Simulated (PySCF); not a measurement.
Molecule: SMILES C=C(Cl)/C(Cl)=C\C(=O)[O-], [C₅H₃Cl₂O₂]-.

Geometry (Å), atoms numbered from 1 in this order:
```xyz
12

C    -1.2555   -0.4826    1.0924
C    -0.3603    0.4933    1.1387
Cl    0.0239    1.2176    2.6807
C     0.3415    1.0345   -0.0129
Cl    0.7332    2.7788    0.1450
C     0.6775    0.3869   -1.1117
C     0.6116   -1.1795   -1.3375
O     1.7359   -1.6713   -1.2921
O    -0.4948   -1.6676   -1.5497
H    -1.7197   -0.8674    1.9840
H    -1.4849   -0.9461    0.1472
H     1.1927    0.9026   -1.9101
```

Total charge -1.

Frames of a GFN2-xTB Langevin trajectory at 400 K; GIAO PBE0/pcSseg-1 shieldings in PySCF 2.14.0 with density-fitted response routines, gas phase, non-relativistic; equivalent atoms averaged within each frame.

Shifts are taken against calculated references (same method and geometry level): ¹³C (186.93 ppm), ¹H (31.72 ppm) against TMS; HCl for ³⁵Cl (949.78 ppm); ¹⁷O (336.08 ppm) vs H2O. The references are static minima.

Q: How do the shifts (ppm) fluctuate along the trajectory?

A: 
| time (fs) | C7 | C2 | C6 | C4 | C1 | Cl3 | Cl5 | O9 | O8 | H12 |
| --- | --- | --- | --- | --- | --- | --- | --- | --- | --- | --- |
| optimised geometry | 163.4 | 147.3 | 151.9 | 128.3 | 124.7 | 251 | 229 | 361.0 | 379.1 | 6.64 |
| 250 | 159.1 | 155.8 | 145.2 | 135.4 | 123.5 | 246 | 238 | 363.8 | 362.7 | 6.68 |
| 425 | 158.3 | 156.8 | 171.4 | 128.3 | 132.9 | 282 | 234 | 354.2 | 350.0 | 7.44 |
| 625 | 169.2 | 144.4 | 164.5 | 136.5 | 128.2 | 221 | 255 | 371.2 | 431.4 | 7.84 |
| 800 | 160.0 | 144.5 | 164.4 | 137.0 | 118.1 | 245 | 273 | 373.7 | 354.9 | 7.28 |
| 1000 | 165.7 | 144.1 | 153.6 | 137.7 | 128.5 | 268 | 292 | 383.0 | 387.2 | 7.06 |
| mean of frames | 162.5 | 149.1 | 159.8 | 135.0 | 126.2 | 252 | 259 | 369.2 | 377.2 | 7.26 |
| standard deviation | 4.8 | 6.6 | 10.4 | 3.8 | 5.6 | 24 | 24 | 10.8 | 33.5 | 0.43 |

5 frames give an uncertainty of the mean of about the standard deviation over 2.2 at best, since frames this close in time may not be independent; classical motion lacks zero-point vibration, and the reference would need the same averaging.
